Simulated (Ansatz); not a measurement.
GeH(OAc)3 (C₆H₁₀GeO₆). Charge 0, multiplicity 3. Geometry PBE-D4/def2-SVP, that of the neutral singlet.

```tsv
atom	x (Å)	y (Å)	z (Å)
Ge1	-0.1040	-0.6255	-0.1406
H2	-0.3457	-2.0939	-0.4720
O3	1.6178	0.0393	-0.2941
C4	2.4310	-0.7394	0.4381
C5	3.8772	-0.3262	0.3847
O6	1.9871	-1.6931	1.0715
H7	4.4804	-0.9712	1.0461
H8	3.9760	0.7353	0.6855
H9	4.2448	-0.4013	-0.6582
O10	-0.5023	-0.0330	1.5682
C11	-1.7765	-0.3624	1.8361
C12	-2.2318	0.0420	3.2124
O13	-2.4649	-0.9439	1.0019
H14	-3.2946	-0.2190	3.3520
H15	-2.0805	1.1304	3.3526
H16	-1.6103	-0.4704	3.9736
O17	-1.0090	0.6585	-1.1218
C18	-0.7645	0.4348	-2.4232
C19	-1.4608	1.3978	-3.3466
O20	-0.0359	-0.4883	-2.7770
H21	-1.1712	1.1971	-4.3921
H22	-1.2045	2.4386	-3.0674
H23	-2.5581	1.2937	-3.2298
```

Single mean-field runs in def2-TZVP are fitted with def2-universal-jkfit. At PBE-D4/def2-TZVP the gap within one spin of the charge 0 triplet nearly closes, so an electron or hole may be smeared out by delocalisation error. At PBE0-D4/def2-TZVP a singlet of charge 0 lies 5.27 eV below the triplet at the same geometry.

Estimate the α-spin orbital energies around the gap (eV) in Ansatz with PBE-D4/def2-TZVP, r2SCAN-D4/def2-TZVP, PBE0-D4/def2-TZVP.


```csv
orbital,PBE-D4/def2-TZVP,r2SCAN-D4/def2-TZVP,PBE0-D4/def2-TZVP
HOMO−5,-8.16,-8.67,-10.00
HOMO−4,-7.90,-8.23,-9.45
HOMO−3,-7.79,-8.03,-9.22
HOMO−2,-6.94,-7.09,-8.42
HOMO−1,-6.88,-6.99,-8.31
HOMO,-1.45,-1.90,-2.95
LUMO,-1.45,-1.14,-0.27
LUMO+1,-1.42,-1.03,-0.17
LUMO+2,-1.12,-0.77,-0.03
LUMO+3,0.11,0.50,1.02
LUMO+4,0.23,0.67,1.11
LUMO+5,0.51,1.28,1.34
β HOMO,-6.78,-6.97,-8.29
β LUMO,-6.71,-6.33,-5.39
```
